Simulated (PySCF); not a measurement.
**From a raw peak list to a structure**

Formula C11H12. The spectrum was simulated from the full spin Hamiltonian at 500 MHz with 0.6 Hz Lorentzian lines, from shifts rounded to 0.01 ppm and J to 0.1 Hz, couplings under 1 Hz left out.

Maxima in Hz from TMS (height), grouped by integral:
1H: 2909.6 (23), 2908.3 (24), 2906.7 (26), 2905.4 (25), 2895.2 (27), 2893.9 (27), 2892.3 (30), 2891.0 (29)
1H: 2843.7 (49), 2840.8 (44), 2829.7 (55), 2826.8 (51)
1H: 2708.2 (29), 2707.0 (53), 2705.6 (29), 2693.9 (25), 2692.6 (46), 2691.2 (25)
1H: 2642.4 (27), 2641.2 (27), 2632.5 (28), 2631.2 (29), 2628.4 (24), 2627.2 (24), 2618.5 (25), 2617.2 (25)
1H: 2256.2 (28), 2254.9 (51), 2253.6 (28), 2246.3 (27), 2245.0 (49), 2243.7 (26)
2H: 2216.3 (44), 2215.1 (100), 2213.8 (70), 2211.2 (70), 2209.9 (100), 2208.7 (44)
2H: 428.9 (2), 421.6 (21), 416.5 (50), 414.1 (32), 413.5 (47), 412.2 (25), 408.7 (27), 407.1 (44), 406.6 (37), 404.4 (51), 403.6 (33), 399.2 (25), 391.8 (2), 382.1 (2)
1H: 324.6 (14), 319.1 (27), 315.6 (13), 314.7 (14), 313.7 (17), 309.7 (36), 305.7 (11), 304.6 (16), 303.8 (15), 300.2 (19), 294.7 (11)
2H: 180.6 (2), 175.9 (2), 163.9 (20), 159.5 (36), 158.8 (70), 156.4 (50), 153.4 (48), 150.9 (72), 145.8 (15), 145.3 (14), 134.8 (2)

¹³C{¹H} NMR (computed): δ 160.1 (C), 157.2 (C), 149.6 (CH), 145.6 (CH), 141.4 (CH), 136.5 (CH), 127.5 (CH), 115.4 (CH2), 17.7 (CH), 14.0 (CH2).

Method: coordinates at the PBE0-D3(BJ)/def2-SVP level, couplings computed with B3LYP/pcJ-1 (without the spin–dipole term), NMR shieldings at CAM-B3LYP/pcSseg-1/GIAO, in PySCF 2.14.0 with density-fitted response routines (one conformer, rapidly exchanging positions averaged, isolated molecule, non-relativistic Hamiltonian).

References, each an isolated molecule treated in the same way: ¹H (σref 31.33), ¹³C (σref 182.45) against TMS.

Task: Analyse the multiplets.

Result: ¹H NMR (500 MHz, computed): δ 5.80 (ddd, J = 14.4, 2.9, 1.3 Hz, 1H), 5.67 (dd, J = 14.0, 2.9 Hz, 1H), 5.40 (dt, J = 14.4, 1.3 Hz, 1H), 5.26 (ddd, J = 14.0, 9.9, 1.3 Hz, 1H), 4.50 (dt, J = 9.9, 1.3 Hz, 1H), 4.43 (m, 1H), 4.42 (m, 1H), 0.82 (m, 2H), 0.62 (tt, J = 9.5, 5.5 Hz, 1H), 0.31 (m, 2H). These are first-order names from the parameters used; overlap and second-order distortion can hide them in the list.

Task: What is the compound?

Result: SMILES C=C1C=CC=C(C2CC2)C=C1.

Structure with atom numbers: `[CH2:1]=[C:2]1[CH:3]=[CH:4][CH:5]=[C:6]([CH:7]2[CH2:8][CH2:9]2)[CH:10]=[CH:11]1`; H(Xn) means a hydrogen on atom n. Ha(C1) is cis to C3; Ha(C8), Ha(C9) are cis to C6 on the ring; Hb(C1) is trans to C3; Hb(C8), Hb(C9) are trans to C6 on the ring.

δ 5.80: H(C11), hydrogen on an alkene CH, coupled to H(C10) (14.4 Hz), H(C3) (2.9 Hz), H(C5) (1.3 Hz). δ 5.67: H(C3), hydrogen on an alkene CH, coupled to H(C4) (14.0 Hz), H(C11) (2.9 Hz). δ 5.40: H(C10), hydrogen on an alkene CH, coupled to H(C11) (14.4 Hz), H(C5) and Ha(C1) (1.3 Hz). δ 5.26: H(C4), hydrogen on an alkene CH, coupled to H(C3) (14.0 Hz), H(C5) (9.9 Hz), Hb(C1) (1.3 Hz). δ 4.50: H(C5), hydrogen on an alkene CH, coupled to H(C4) (9.9 Hz), H(C10) and H(C11) (1.3 Hz). δ 4.43: Hb(C1), hydrogen on a terminal =CH2 carbon, coupled to Ha(C1) and H(C4) (1.3 Hz). δ 4.42: Ha(C1), hydrogen on a terminal =CH2 carbon, coupled to H(C10) and Hb(C1) (1.3 Hz). δ 0.82: Hb(C8)/Hb(C9), hydrogen on a three-membered-ring carbon, coupled to H(C7) (9.5 Hz), Ha(C8)/Ha(C9) (7.7 Hz), Ha(C8)/Ha(C9) (5.3 Hz). δ 0.62: H(C7), hydrogen on a three-membered-ring carbon, coupled to Hb(C8)/Hb(C9) (9.5 Hz), Ha(C8)/Ha(C9) (5.5 Hz). δ 0.31: Ha(C8)/Ha(C9), hydrogen on a three-membered-ring carbon, coupled to Hb(C8)/Hb(C9) (7.7 Hz), H(C7) and Hb(C8)/Hb(C9) (5.4 Hz).

The shifts were computed for this structure.

Splittings below 1 Hz are ignored in the labels, and close J values are merged. Couplings among chemically equivalent protons are left out too, so labels in AA′BB′ or AA′XX′ sets are apparent multiplicities. Unscaled 3J(H,H) at this level run about 10 % above measured values. Shifts are as computed, not scaled to solution data. Of 1328 compounds with measured shifts, 309 miss one by over three times the rms of a fit or turn the order of signals round; such compounds aren't used in these exercises. Signals without a measured value on file couldn't be tested in this way.
